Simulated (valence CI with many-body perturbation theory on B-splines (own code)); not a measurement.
Values are calculated unless marked as measured or tabulated.
**Eu32+: what the settings do**

Level of theory: configuration interaction combined with many-body perturbation theory (CI+MBPT): three valence electrons over a frozen Dirac-Fock core [Ar] 3d10, a basis of 6 s, 6 p, 5 d, 3 f, 1 g functions for each j, with the one-electron correlation potential Σ1, the two-electron term Σ2, the three-electron term Σ3, Breit, model QED; selected CI, second order for the rest, scaled by the run's own slope (own B-spline code, finite nucleus).

No measured spectrum was set against this ion. As an estimate, large intervals hold to a few tenths of a per cent, small ones and those within an open d or f shell to about a per cent.

The reference run has the lowest level (4s^2 4p1/2) J=1/2 and an ionisation energy of 1297.93 eV. Its largest variational space holds 2811 state functions.

Levels are named by their leading jj configuration (3d3/2^4 stands for four electrons in 3d with j = 3/2), which in mixed levels can hold well under half, so a name can repeat and another be missing. Letters in brackets count levels of one name in rising energy.

Changed runs:
A. factor on the speed of light 1 → 100; QED terms on → off
B. scale of Σ2 1 → 0
C. selection threshold (hartree) 2e-08 → 1e-06
D. highest l in the core sums 6 → 1 (bad on purpose)

Excitation energies of the reference run in cm⁻¹, and shifts in cm⁻¹:

```csv
Level,Reference,A,B,C,D
(4s^2 4p3/2) J=3/2,331847,-331818,-553,0,-1418
(4s 4p1/2^2) J=1/2,563336,-131815,-1517,+0.1,-1145
(4s 4p1/2 4p3/2) J=3/2 [a],821316,-389785,-4227,+0.1,-4448
(4s 4p1/2 4p3/2) J=5/2,871389,,-2672,0,-3032
(4s 4p1/2 4p3/2) J=3/2 [b],946190,-416347,+661,+0.1,+128
(4s 4p1/2 4p3/2) J=1/2,971316,,+5182,+0.3,+4390
(4s 4p3/2^2) J=5/2,1176800,,-3748,0,-4767
(4s^2 4d3/2) J=3/2,1283230,,+4284,+0.1,+4032
(4s 4p3/2^2) J=1/2,1303800,,+1969,+0.1,+228
(4s 4p3/2^2) J=3/2,1357580,-395823,+6965,+0.2,+6538
(4s^2 4d5/2) J=5/2,1397220,-435453,+5871,+0.1,+6294
(4p1/2^2 4p3/2) J=3/2,1523520,,+2437,0,+2214
Ionisation energy (eV),1297.93,-50.28,+0.14,0,-1.27
```

A blank means that the level has no clear partner in that run.
